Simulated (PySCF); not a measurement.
**Multinuclear NMR of C5H4O2Si**

Bonds (- single, = double, # triple, : aromatic): O1=C2 1.205 Å, C2-C3 1.418 Å, C3#C4 1.216 Å, C4-C5 1.352 Å, C5#C6 1.215 Å, C6-Si7 1.859 Å, Si7-O8 1.622 Å. C2 carries H9; Si7 carries H10, H11; O8 carries H12.

A single conformation, non-relativistic, one averaged value for each set of equivalent atoms, no solvent. Structure optimised with GFN2-xTB; PBE0/pcSseg-1 with gauge-including orbitals; PySCF 2.14.0 with density-fitted response routines.

Q: What are the 29Si shifts?

A: 
```csv
atoms,environment,σ (ppm),δ (ppm)
Si7,"silicon bonded to C, O, 2 H",400.2,-49.0
```

Shieldings were converted by a linear fit to measured shifts: 29Si (scatter 8.9 ppm rms, 25.8 ppm with the 6 outliers that the fit left out vs TMS, solution or neat liquid). A few per cent of atoms miss by over 2 rms, more outside the fitted compound classes.

On a 600 MHz spectrometer 29Si resonates near 119.2 MHz, so 1 ppm is 119.2 Hz.

Q: Where does 17O resonate?

A: 
| atoms | environment | σ (ppm) | δ (ppm) |
| --- | --- | --- | --- |
| O1 | aldehyde oxygen | -437.4 | 665.1 |
| O8 | oxygen bonded to Si, H | 317.4 | -22.4 |

Shieldings were converted by a linear fit to measured shifts: 17O (scatter 10.7 ppm rms, 12.2 ppm with the 3 outliers that the fit left out vs liquid water, solution or neat liquid). Occasional misses reach two or three times the rms, and more in compound classes unlike the fitted ones.

On a 300 MHz spectrometer 17O resonates near 40.7 MHz, so 1 ppm is 40.7 Hz.
